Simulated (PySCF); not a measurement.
Structure problem from calculated spectra and properties.

Elements present: C, H, P and S. Monoisotopic mass: 187.9883 u.

* Dipole: 4.38 D [PBE0/pcSseg-1]
* 1H NMR: chemical shifts (computed TMS as zero) by class: 8.18 (1 H), 7.54 (1 H), 7.52 (1 H), 7.34 (1 H), 6.73 (1 H), 6.24 (1 H), 2.25 (3 H) ppm [GIAO PBE0/pcSseg-1]
* 13C NMR: chemical shifts (computed TMS as zero) by class: 148.2 (1 C), 143.0 (1 C), 143.0 (1 C), 140.7 (1 C), 137.8 (1 C), 132.2 (1 C), 21.9 (1 C) ppm [GIAO PBE0/pcSseg-1]
* Rotational structure: rotational constants A, B, C: 1.280, 0.664, 0.502 GHz [GFN2-xTB]
* NMR, other nuclei: isotropic shieldings of nuclei other than C and H, by class: 329 (1 P), 266 (1 S), 813 (1 S) ppm [GIAO PBE0/pcSseg-1]

Electronic properties: PySCF, gas phase, density fitting. Levels stand in brackets. Isolated species at its GFN2-xTB geometry (one conformer only). GFN2-xTB frequencies show an imaginary mode (21i cm⁻¹), so this geometry is no minimum at that level. Each NMR value is the plain mean over a class of atoms that symmetry, rotation or inversion makes alike.

Problem. Which formula fits the mass and the elements?

Solution. C7H9PS2 (calculated 187.9883). No other formula that holds each of these elements comes within 0.0003 u with a fitting electron parity and a possible valence count.

Problem. Propose a structure and show how it fits.

Solution. Numbering: `[CH2:1]=[C:2]([CH3:3])[P@@H:4](=[S:5])[c:6]1[cH:7][cH:8][cH:9][s:10]1`. 7 carbons fall into 7 classes; from least to most shielded: fully substituted alkene carbon [C2] (148.2 ppm), aromatic CH carbon [C7] (143.0 ppm), substituted aromatic carbon [C6] (143.0 ppm), aromatic CH next to a ring sulfur [C9] (140.7 ppm), terminal =CH2 carbon [C1] (137.8 ppm), aromatic CH carbon [C8] (132.2 ppm), allylic carbon [C3] (21.9 ppm). Hydrogen classes from least to most shielded: 1 H on an aromatic CH carbon, C7 (8.18 ppm), 1 H on a phosphorus bonded to 2 C, S and H, P4 (7.54 ppm), 1 H on an aromatic CH next to a ring sulfur, C9 (7.52 ppm), 1 H on an aromatic CH carbon, C8 (7.34 ppm), 1 H on a terminal =CH2 carbon, C1 (6.73 ppm), 1 H on a terminal =CH2 carbon, C1 (6.24 ppm), 3 H on an allylic carbon, C3 (2.25 ppm, a mean of values up to 0.6 ppm apart in this geometry). The other shieldings belong to: 329 ppm, phosphorus bonded to 2 C, S and H [P4]; 266 ppm, thiophene-type sulfur [S10]; 813 ppm, sulfur bonded to P [S5]. The optimised geometry has point group C1 and is an asymmetric top. Structure: `C=C(C)[P@@H](=S)C1=CC=CS1`. Computed isomers that give other values at the same levels: `C/C=C\[P@@H](=S)c1ccsc1` (13C chemical shifts (computed TMS as zero) by class: 158.0 (1 C), 140.7 (1 C), 137.5 (1 C), 137.4 (1 C), 134.3 (1 C), 134.0 (1 C), 22.9 (1 C) ppm). The assignments are read from this structure; whether some other isomer fits the data as well wasn't checked. The mirror image fits equally.

The values belong to the conformer `[CH2:1]=[C:2]([CH3:3])[P@@H:4](=[S:5])[c:6]1[cH:7][cH:8][cH:9][s:10]1`: C1–C2–P4–S5 -13°, C2–P4–C6–C7 -111°.
